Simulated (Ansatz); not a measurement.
**Molecular dynamics of Cl₂F₃Ta**

Input:

```yaml
crystal:
  periodic: [false, false, false]
  atoms:
    - { symbol: Ta, position_ang: [-0.033279, 0.0, 0.0] }
    - { symbol: F, position_ang: [1.838837, 0.0, 0.0] }
    - { symbol: F, position_ang: [0.07037, 0.0, 1.895047] }
    - { symbol: F, position_ang: [0.07037, 0.0, -1.895047] }
    - { symbol: Cl, position_ang: [-1.24315, 1.952828, 0.0] }
    - { symbol: Cl, position_ang: [-1.24315, -1.952828, 0.0] }
basis:
  gaussian: { orbitals: def2-SVP }
hamiltonian:
  xc: pbe
md:
  timestep: 1.0
  n_steps: 150
  ensemble: nvt_langevin
  temperature: 300.0
  initial_velocities: maxwell_boltzmann
  seed: 466492
  friction: 0.02
```

Run as:

```bash
$ ansatz run input.yaml --threads 2 --pin off --max-ram 3072MiB --backend cpu --events-out ev --progress --plain --runs-dir out
```

It starts from a relaxed structure.

Output, in part (one step line in 2, the closing report, with atoms numbered from 0):

```
md step     0: t =     0.00 fs  T =   250.0 K  F+E_penalty+E_count = -34725.66728426 eV  E_kin = 0.193890 eV  (31 SCF iters)
md step     2: t =     2.00 fs  T =   279.0 K  F+E_penalty+E_count = -34725.66378966 eV  E_kin = 0.216364 eV  (31 SCF iters)
md step     4: t =     4.00 fs  T =   279.9 K  F+E_penalty+E_count = -34725.65445699 eV  E_kin = 0.217077 eV  (31 SCF iters)
md step     6: t =     6.00 fs  T =   265.9 K  F+E_penalty+E_count = -34725.64364235 eV  E_kin = 0.206197 eV  (31 SCF iters)
md step     8: t =     8.00 fs  T =   220.6 K  F+E_penalty+E_count = -34725.62953252 eV  E_kin = 0.171092 eV  (31 SCF iters)
md step    10: t =    10.00 fs  T =   198.1 K  F+E_penalty+E_count = -34725.61515586 eV  E_kin = 0.153617 eV  (31 SCF iters)
md step    12: t =    12.00 fs  T =   182.2 K  F+E_penalty+E_count = -34725.59857714 eV  E_kin = 0.141335 eV  (31 SCF iters)
md step    14: t =    14.00 fs  T =   169.6 K  F+E_penalty+E_count = -34725.57869890 eV  E_kin = 0.131525 eV  (32 SCF iters)
md step    16: t =    16.00 fs  T =   122.7 K  F+E_penalty+E_count = -34725.55897207 eV  E_kin = 0.095199 eV  (32 SCF iters)
md step    18: t =    18.00 fs  T =    78.4 K  F+E_penalty+E_count = -34725.54798336 eV  E_kin = 0.060809 eV  (32 SCF iters)
md step    20: t =    20.00 fs  T =    97.7 K  F+E_penalty+E_count = -34725.54659492 eV  E_kin = 0.075762 eV  (32 SCF iters)
md step    22: t =    22.00 fs  T =   116.3 K  F+E_penalty+E_count = -34725.55121284 eV  E_kin = 0.090179 eV  (32 SCF iters)
md step    24: t =    24.00 fs  T =   138.3 K  F+E_penalty+E_count = -34725.55891553 eV  E_kin = 0.107246 eV  (32 SCF iters)
md step    26: t =    26.00 fs  T =   152.1 K  F+E_penalty+E_count = -34725.57042612 eV  E_kin = 0.117984 eV  (32 SCF iters)
md step    28: t =    28.00 fs  T =   211.0 K  F+E_penalty+E_count = -34725.58043769 eV  E_kin = 0.163612 eV  (32 SCF iters)
md step    30: t =    30.00 fs  T =   277.9 K  F+E_penalty+E_count = -34725.58599006 eV  E_kin = 0.215543 eV  (31 SCF iters)
md step    32: t =    32.00 fs  T =   332.6 K  F+E_penalty+E_count = -34725.58827174 eV  E_kin = 0.257938 eV  (31 SCF iters)
md step    34: t =    34.00 fs  T =   360.2 K  F+E_penalty+E_count = -34725.58695563 eV  E_kin = 0.279337 eV  (31 SCF iters)
md step    36: t =    36.00 fs  T =   336.9 K  F+E_penalty+E_count = -34725.58149905 eV  E_kin = 0.261269 eV  (31 SCF iters)
md step    38: t =    38.00 fs  T =   314.8 K  F+E_penalty+E_count = -34725.57390803 eV  E_kin = 0.244170 eV  (31 SCF iters)
md step    40: t =    40.00 fs  T =   311.1 K  F+E_penalty+E_count = -34725.56298604 eV  E_kin = 0.241308 eV  (31 SCF iters)
md step    42: t =    42.00 fs  T =   258.7 K  F+E_penalty+E_count = -34725.54890885 eV  E_kin = 0.200644 eV  (31 SCF iters)
md step    44: t =    44.00 fs  T =   246.2 K  F+E_penalty+E_count = -34725.53201972 eV  E_kin = 0.190919 eV  (31 SCF iters)
md step    46: t =    46.00 fs  T =   275.8 K  F+E_penalty+E_count = -34725.51454647 eV  E_kin = 0.213938 eV  (31 SCF iters)
md step    48: t =    48.00 fs  T =   252.8 K  F+E_penalty+E_count = -34725.49642777 eV  E_kin = 0.196080 eV  (31 SCF iters)
md step    50: t =    50.00 fs  T =   193.2 K  F+E_penalty+E_count = -34725.48177651 eV  E_kin = 0.149826 eV  (31 SCF iters)
md step    52: t =    52.00 fs  T =   150.9 K  F+E_penalty+E_count = -34725.47474260 eV  E_kin = 0.117023 eV  (31 SCF iters)
md step    54: t =    54.00 fs  T =   177.7 K  F+E_penalty+E_count = -34725.47532050 eV  E_kin = 0.137814 eV  (32 SCF iters)
md step    56: t =    56.00 fs  T =   182.1 K  F+E_penalty+E_count = -34725.48181313 eV  E_kin = 0.141268 eV  (32 SCF iters)
md step    58: t =    58.00 fs  T =   177.8 K  F+E_penalty+E_count = -34725.49465870 eV  E_kin = 0.137923 eV  (32 SCF iters)
md step    60: t =    60.00 fs  T =   221.6 K  F+E_penalty+E_count = -34725.51504089 eV  E_kin = 0.171841 eV  (30 SCF iters)
md step    62: t =    62.00 fs  T =   245.8 K  F+E_penalty+E_count = -34725.53563079 eV  E_kin = 0.190644 eV  (31 SCF iters)
md step    64: t =    64.00 fs  T =   315.1 K  F+E_penalty+E_count = -34725.55460016 eV  E_kin = 0.244362 eV  (31 SCF iters)
md step    66: t =    66.00 fs  T =   329.0 K  F+E_penalty+E_count = -34725.56815045 eV  E_kin = 0.255167 eV  (31 SCF iters)
md step    68: t =    68.00 fs  T =   319.9 K  F+E_penalty+E_count = -34725.57502573 eV  E_kin = 0.248124 eV  (31 SCF iters)
md step    70: t =    70.00 fs  T =   301.4 K  F+E_penalty+E_count = -34725.57701463 eV  E_kin = 0.233773 eV  (31 SCF iters)
md step    72: t =    72.00 fs  T =   293.8 K  F+E_penalty+E_count = -34725.57975160 eV  E_kin = 0.227892 eV  (31 SCF iters)
md step    74: t =    74.00 fs  T =   289.4 K  F+E_penalty+E_count = -34725.58083663 eV  E_kin = 0.224451 eV  (31 SCF iters)
md step    76: t =    76.00 fs  T =   302.9 K  F+E_penalty+E_count = -34725.58127733 eV  E_kin = 0.234904 eV  (31 SCF iters)
md step    78: t =    78.00 fs  T =   362.6 K  F+E_penalty+E_count = -34725.58554883 eV  E_kin = 0.281218 eV  (31 SCF iters)
md step    80: t =    80.00 fs  T =   286.7 K  F+E_penalty+E_count = -34725.58827120 eV  E_kin = 0.222343 eV  (31 SCF iters)
md step    82: t =    82.00 fs  T =   268.9 K  F+E_penalty+E_count = -34725.59091454 eV  E_kin = 0.208586 eV  (31 SCF iters)
md step    84: t =    84.00 fs  T =   308.3 K  F+E_penalty+E_count = -34725.59156955 eV  E_kin = 0.239129 eV  (31 SCF iters)
md step    86: t =    86.00 fs  T =   279.9 K  F+E_penalty+E_count = -34725.58323141 eV  E_kin = 0.217109 eV  (31 SCF iters)
md step    88: t =    88.00 fs  T =   394.9 K  F+E_penalty+E_count = -34725.56336463 eV  E_kin = 0.306305 eV  (31 SCF iters)
md step    90: t =    90.00 fs  T =   394.1 K  F+E_penalty+E_count = -34725.53106636 eV  E_kin = 0.305660 eV  (31 SCF iters)
md step    92: t =    92.00 fs  T =   320.7 K  F+E_penalty+E_count = -34725.50071073 eV  E_kin = 0.248757 eV  (32 SCF iters)
md step    94: t =    94.00 fs  T =   276.6 K  F+E_penalty+E_count = -34725.47714989 eV  E_kin = 0.214531 eV  (31 SCF iters)
md step    96: t =    96.00 fs  T =   317.4 K  F+E_penalty+E_count = -34725.46895754 eV  E_kin = 0.246154 eV  (31 SCF iters)
md step    98: t =    98.00 fs  T =   264.5 K  F+E_penalty+E_count = -34725.47628768 eV  E_kin = 0.205141 eV  (32 SCF iters)
md step   100: t =   100.00 fs  T =   371.3 K  F+E_penalty+E_count = -34725.49472701 eV  E_kin = 0.287988 eV  (30 SCF iters)
md step   102: t =   102.00 fs  T =   436.3 K  F+E_penalty+E_count = -34725.51801477 eV  E_kin = 0.338400 eV  (32 SCF iters)
md step   104: t =   104.00 fs  T =   433.3 K  F+E_penalty+E_count = -34725.53872419 eV  E_kin = 0.336078 eV  (32 SCF iters)
md step   106: t =   106.00 fs  T =   394.1 K  F+E_penalty+E_count = -34725.55292037 eV  E_kin = 0.305651 eV  (32 SCF iters)
md step   108: t =   108.00 fs  T =   456.7 K  F+E_penalty+E_count = -34725.55696688 eV  E_kin = 0.354186 eV  (32 SCF iters)
md step   110: t =   110.00 fs  T =   360.0 K  F+E_penalty+E_count = -34725.55471415 eV  E_kin = 0.279229 eV  (32 SCF iters)
md step   112: t =   112.00 fs  T =   256.0 K  F+E_penalty+E_count = -34725.55245321 eV  E_kin = 0.198573 eV  (32 SCF iters)
md step   114: t =   114.00 fs  T =   183.7 K  F+E_penalty+E_count = -34725.55043678 eV  E_kin = 0.142469 eV  (32 SCF iters)
md step   116: t =   116.00 fs  T =   192.4 K  F+E_penalty+E_count = -34725.54729839 eV  E_kin = 0.149193 eV  (32 SCF iters)
md step   118: t =   118.00 fs  T =   245.1 K  F+E_penalty+E_count = -34725.54790219 eV  E_kin = 0.190051 eV  (32 SCF iters)
md step   120: t =   120.00 fs  T =   238.0 K  F+E_penalty+E_count = -34725.55013549 eV  E_kin = 0.184568 eV  (32 SCF iters)
md step   122: t =   122.00 fs  T =   277.4 K  F+E_penalty+E_count = -34725.55500816 eV  E_kin = 0.215169 eV  (32 SCF iters)
md step   124: t =   124.00 fs  T =   307.1 K  F+E_penalty+E_count = -34725.56510877 eV  E_kin = 0.238156 eV  (32 SCF iters)
md step   126: t =   126.00 fs  T =   349.2 K  F+E_penalty+E_count = -34725.57152464 eV  E_kin = 0.270795 eV  (32 SCF iters)
md step   128: t =   128.00 fs  T =   331.5 K  F+E_penalty+E_count = -34725.57396892 eV  E_kin = 0.257103 eV  (32 SCF iters)
md step   130: t =   130.00 fs  T =   355.5 K  F+E_penalty+E_count = -34725.57247983 eV  E_kin = 0.275734 eV  (31 SCF iters)
md step   132: t =   132.00 fs  T =   351.8 K  F+E_penalty+E_count = -34725.56611130 eV  E_kin = 0.272858 eV  (31 SCF iters)
md step   134: t =   134.00 fs  T =   264.5 K  F+E_penalty+E_count = -34725.55264555 eV  E_kin = 0.205158 eV  (31 SCF iters)
md step   136: t =   136.00 fs  T =   318.0 K  F+E_penalty+E_count = -34725.53608976 eV  E_kin = 0.246662 eV  (31 SCF iters)
md step   138: t =   138.00 fs  T =   267.2 K  F+E_penalty+E_count = -34725.52193158 eV  E_kin = 0.207246 eV  (31 SCF iters)
md step   140: t =   140.00 fs  T =   274.9 K  F+E_penalty+E_count = -34725.51763072 eV  E_kin = 0.213225 eV  (31 SCF iters)
md step   142: t =   142.00 fs  T =   317.7 K  F+E_penalty+E_count = -34725.52383750 eV  E_kin = 0.246381 eV  (31 SCF iters)
md step   144: t =   144.00 fs  T =   353.3 K  F+E_penalty+E_count = -34725.53502696 eV  E_kin = 0.274016 eV  (31 SCF iters)
md step   146: t =   146.00 fs  T =   329.6 K  F+E_penalty+E_count = -34725.54463609 eV  E_kin = 0.255609 eV  (31 SCF iters)
md step   148: t =   148.00 fs  T =   354.2 K  F+E_penalty+E_count = -34725.55320951 eV  E_kin = 0.274725 eV  (31 SCF iters)
md step   150: t =   150.00 fs  T =   335.8 K  F+E_penalty+E_count = -34725.55305199 eV  E_kin = 0.260458 eV  (32 SCF iters)
Total energy: -34725.55311544 eV, -1276.1405391671 hartree
Atom 0 at     0.108394     0.049897    -0.027253 Å, force    -0.250995     0.258034    -0.294149 eV/Å
Atom 1 at     1.953147     0.139642    -0.217063 Å, force     0.306570    -0.250019     0.009037 eV/Å
Atom 2 at     0.324759     0.148817     1.879741 Å, force    -0.016016    -0.362296    -0.688457 eV/Å
Atom 3 at    -0.038184     0.257038    -1.943420 Å, force     0.098168    -0.306414     0.913957 eV/Å
Atom 4 at    -0.900867     2.083098     0.143308 Å, force    -0.387082     0.328751     0.000060 eV/Å
Atom 5 at    -1.117792    -1.926267    -0.013116 Å, force     0.249354     0.331943     0.059552 eV/Å
Dipole moment:    -0.080090    -0.097699     0.028711 e Å
```

The run went to its last step. A run of 0.15 ps of so small a system gives no equilibrium averages.

The same pairs are bonded in the first frame and the last. Pairs count as bonded within 1.25 times the sum of covalent radii (0.12 Å more for H–H).

Last frame:

```xyz
6
Properties=species:S:1:pos:R:3
Ta 0.108 0.050 -0.027
F 1.953 0.140 -0.217
F 0.325 0.149 1.880
F -0.038 0.257 -1.943
Cl -0.901 2.083 0.143
Cl -1.118 -1.926 -0.013
```

Time of the run: 3.3 min on 2 threads of Intel(R) Xeon(R) 6975P-C (Granite Rapids) (shared host), peak memory 0.18 GiB.
